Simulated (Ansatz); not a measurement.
Zn₁₃O₁₃H₃₀, relaxed as a singlet with RKS PBE-D4/def2-SVP in Ansatz, starting from a model built from a lattice or polyhedron. Force threshold 0.03 eV/Å.

Single mean-field runs in def2-SVP are fitted with def2-universal-jkfit.

Start:

```xyz
56

Zn   -1.006    1.362    1.802
Zn   -3.050   -1.068    1.100
Zn   -3.632    1.908   -0.051
Zn   -0.645    1.984   -1.364
Zn   -2.690   -0.462   -2.053
Zn   -0.412   -1.624    2.972
Zn    1.601    0.841    3.675
Zn    1.962    1.451    0.473
Zn    2.533   -1.501    1.679
Zn   -0.066   -0.996   -0.208
Zn    0.322   -0.403   -3.362
Zn    2.937   -0.939   -1.536
Zn    2.324    2.077   -2.657
O    -2.909    0.869    1.527
O    -0.292    0.339    3.375
O    -2.324   -2.119    2.665
O     0.065    0.941    0.173
O    -1.982   -1.500   -0.518
O    -2.533    1.491   -1.663
O     0.420    1.568   -2.969
O    -1.618   -0.896   -3.683
O     0.634   -2.029    1.345
O     2.663    0.390    2.047
O     3.027    1.015   -1.144
O     3.613   -1.949    0.014
O     1.008   -1.441   -1.816
H    -0.907    2.886    2.117
H    -4.504   -1.468    0.905
H    -3.530    3.391    0.258
H    -5.096    1.520   -0.290
H    -0.551    3.478   -1.060
H    -4.176   -0.876   -2.294
H     0.122   -2.427    4.177
H     1.717    2.348    3.975
H     2.164    0.042    4.849
H     2.056    2.940    0.822
H     3.123   -2.358    2.854
H     1.130   -0.702   -4.641
H     3.732   -1.253   -2.775
H     2.430    3.576   -2.367
H     3.153    1.707   -3.897
H    -3.452    1.045    2.282
H    -0.845    0.540    4.163
H    -2.846   -1.895    3.462
H    -2.388   -3.072    2.467
H    -2.040   -2.457   -0.693
H    -2.910    1.988   -2.406
H     0.082    2.057   -3.747
H    -1.954   -0.380   -4.441
H    -1.675   -1.860   -3.874
H     0.597   -3.008    1.166
H     3.618    0.685    2.188
H     3.938    1.261   -0.963
H     4.554   -1.718    0.168
H     3.562   -2.903   -0.176
H     0.946   -2.394   -2.051
```

Task: Estimate the energy that the relaxation releases and the steps that it takes.

Result: 13.06 eV, in 37 steps; 1.9 min on 11 threads of AMD EPYC 7R13 on a shared host and a whole NVIDIA H100 80GB HBM3. The force fell under the threshold at step 36, but the optimiser went on. No frequencies were taken in this run, so the end may be a saddle point.

Task: Does the start keep its bonding and symmetry?

Result: Bonds lost: Zn2–O16, Zn9–O25, Zn11–O21 (atoms count from 1). Bonds formed: Zn2–H30, Zn9–H35, Zn11–H41 (atoms count from 1). Metal–metal contacts that move far: Zn11–Zn13 3.26 to 2.68 Å, Zn2–Zn3 3.24 to 2.68 Å, Zn7–Zn9 3.21 to 2.68 Å. Point group Cs at the start, C3 at the end, both within 0.05 Å.

Task: Predict the relaxed structure.

Result: 
Cartesian coordinates in Å:
```
Zn -0.8752 1.6396 1.8954
Zn -3.6260 -1.0131 0.4680
Zn -3.9651 1.5886 -0.0685
Zn -0.7146 2.2510 -1.2110
Zn -3.0289 -0.5116 -2.4142
Zn -0.5500 -1.8309 3.4087
Zn 1.7745 0.4460 3.8599
Zn 1.9434 1.7522 0.4444
Zn 2.2785 -1.7797 2.4586
Zn -0.0474 -0.7654 -0.1522
Zn 1.1389 -0.5013 -3.5835
Zn 3.3667 -1.0632 -1.6762
Zn 2.4299 1.7789 -3.0295
O -2.7247 0.6746 1.5617
O -0.2066 0.1959 3.3935
O -2.5249 -1.3702 3.2709
O 0.0698 1.1094 0.2224
O -1.9009 -1.2884 -0.7441
O -2.6622 1.3548 -1.6344
O 0.2268 1.3816 -2.8900
O -1.8203 0.0335 -3.9556
O 0.3988 -1.8752 1.4692
O 2.6452 0.2909 1.7983
O 3.0247 0.9218 -1.2643
O 4.1881 -1.1749 0.1799
O 1.2218 -1.3106 -1.6186
H -1.0108 2.9866 2.6771
H -3.8330 -2.3636 1.2830
H -4.5984 2.9339 0.3878
H -4.6989 0.0191 -0.2771
H -0.9479 3.7899 -1.3575
H -4.2019 -1.5152 -2.6439
H -0.0860 -3.1264 4.1450
H 2.3732 1.6509 4.6404
H 2.0828 -1.2634 4.0293
H 2.5806 3.1625 0.6659
H 3.1914 -2.9107 1.8113
H 0.2136 -1.4709 -4.4398
H 3.8761 -1.9860 -2.8271
H 2.7146 3.2450 -3.4636
H 2.5558 0.2964 -3.9410
H -3.3160 1.1622 2.1752
H -0.6727 0.6361 4.1343
H -2.5621 -0.5370 2.7081
H -3.1041 -1.9772 2.7350
H -1.9613 -2.2564 -0.8727
H -2.9318 2.0562 -2.2629
H 0.1378 2.0951 -3.5584
H -1.1189 0.6251 -3.5433
H -1.2472 -0.6719 -4.3614
H 0.3951 -2.8279 1.2468
H 3.4304 0.7372 2.1828
H 3.8616 1.3860 -1.0552
H 3.6537 -0.5350 0.7427
H 4.0588 -2.0187 0.6924
H 1.1056 -2.2561 -1.8417
```
Bond lengths (bridged metal pairs left out): 34 × O–Zn 1.92 to 2.24 Å; 18 × H–Zn 1.56 to 1.75 Å; 15 × H–O 0.98 to 1.01 Å.
